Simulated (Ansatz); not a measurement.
Cost and result for the atomization energy of C2H6F2Si2, SMILES `C=C[SiH2][SiH](F)F` (12 atoms, 11 bonds).

```csv
atom,x (Å),y (Å),z (Å)
C1,-0.632,-1.475,-1.714
C2,0.262,-1.104,-0.801
Si3,-0.202,-0.394,0.853
Si4,0.461,1.855,0.930
F5,0.222,2.463,2.385
F6,2.028,1.945,0.643
H7,-0.337,-1.867,-2.683
H8,-1.701,-1.406,-1.531
H9,1.319,-1.199,-1.044
H10,0.469,-1.114,1.969
H11,-1.679,-0.464,1.027
H12,-0.209,2.761,-0.036
```

Charge 0, multiplicity 1. The structure was optimised at the PBE0-D4/def2-TZVP level. It is one conformer, not always the lowest. Program: Ansatz. All runs use 2 threads of an AMD EPYC 7R13 on a shared host and a share of an NVIDIA H100 80 GB. Times are those of one run each, without the atoms' runs, and a repeat can differ threefold. Electronic energies, without spin–orbit coupling; frozen cores. CCSD(T)/CBS adds CCSD(T) − MP2 in def2-TZVPP to the MP2 limit, and its time is that of the two runs behind it. T1 = 0.013. B3LYP takes the VWN-RPA correlation (the form of Gaussian; ORCA's B3LYP/G).

CCSD(T)/CBS is a level of theory with its own doubt, some kJ/mol a heavy atom from the limit and from the frozen cores, so smaller differences don't rank the functionals.

```csv
level,functions,wall time
PBE0-D4/def2-TZVPP,292,2.3 s
B3LYP-D4/def2-TZVPP (with forces),292,2.5 s
PBE-D4/def2-TZVPP (with forces),292,2.6 s
r2SCAN-D4/def2-TZVPP (with forces),292,2.7 s
B2PLYP/def2-TZVPP,292,2.7 s
ωB97X-V/def2-TZVPP,292,4.8 s
MP2/def2-QZVPP,548,5.5 s
ωB97M-V/def2-TZVPP (with forces),292,7 s
CCSD(T)/def2-TZVPP,292,9.5 s
CCSD(T)/CBS(def2),–,15 s
```

Question: What atomization energy does each give, and how far from CCSD(T)/CBS? (An estimate is asked.)

Answer: Computed: 
```
                             level  atomization (kJ/mol)  difference from CCSD(T)/CBS  per bond
                PBE0-D4/def2-TZVPP                4581.7                        -34.0      -3.1
 B3LYP-D4/def2-TZVPP (with forces)                4593.4                        -22.3      -2.0
   PBE-D4/def2-TZVPP (with forces)                4653.3                         37.6       3.4
r2SCAN-D4/def2-TZVPP (with forces)                4611.2                         -4.5      -0.4
                 B2PLYP/def2-TZVPP                4554.2                        -61.5      -5.6
                ωB97X-V/def2-TZVPP                4619.0                          3.3       0.3
                    MP2/def2-QZVPP                4647.2                         31.5       2.9
  ωB97M-V/def2-TZVPP (with forces)                4606.7                         -9.0      -0.8
                CCSD(T)/def2-TZVPP                4492.2                       -123.5     -11.2
                 CCSD(T)/CBS(def2)                4615.7                          0.0       0.0
```

From PBE to PBE0 (25 % exact exchange), in def2-TZVPP and without D4, the atomization energy moves by −67.7 kJ/mol: exact exchange takes away binding that semilocal exchange gives to molecules. In def2-TZVPP, CCSD(T) changes the Hartree–Fock value by +1016.5 kJ/mol (the triples alone add +61.7 kJ/mol) and MP2 by +1096.7 kJ/mol; breaking electron pairs costs correlation energy, which Hartree–Fock lacks. The D4 term adds +43.0 kJ/mol with B3LYP and +22.8 kJ/mol with PBE0; it sums over pairs of atoms, weighted by their polarisabilities, and B3LYP, whose exchange is more repulsive, gets the larger term.
